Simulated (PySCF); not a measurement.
## Working out the ionisation energy of Xe⁺

Xe⁺ [Kr] 4d10 5s2 5p5 (2P) → Xe²⁺ [Kr] 4d10 5s2 5p4 (3P). Calculation: PySCF 2.14, in aug-cc-pVTZ-PP with one added diffuse shell each of d, f type with ECP28MDF (6s5p5d3f, 67 functions); scalar relativity through the core potential. Frozen: 4s2 4p6 4d10. Energies in hartree (1 hartree = 27.21139 eV):

```json
{"part": "UHF", "Xe⁺ (lower)": "-327.877343", "Xe²⁺ (upper)": "-327.139551"}
{"part": "MP2 opposite-spin", "Xe⁺ (lower)": "-0.092583", "Xe²⁺ (upper)": "-0.071743"}
{"part": "MP2 same-spin", "Xe⁺ (lower)": "-0.026528", "Xe²⁺ (upper)": "-0.020331"}
```

Q: What does Hartree-Fock give?

A: (-327.139551) − (-327.877343) = 0.737792 hartree = 20.076 eV.

Q: What do MP2 and SCS-MP2 (6/5 opposite-spin, 1/3 same-spin) give?

A: The opposite-spin parts differ by 0.567 eV and the same-spin parts by 0.169 eV. MP2: 20.076 + (0.567) + (0.169) = 20.812 eV. SCS-MP2: 20.076 + 1.2 × (0.567) + (0.169)/3 = 20.813 eV.

Reference: 20.975 eV (semi-empirical (NIST evaluation); NIST Atomic Spectra Database, ionization energies), between the lowest levels; spin-orbit coupling is absent from the calculation.

What remains against the reference includes basis incompleteness, the frozen core and correlation beyond second order.
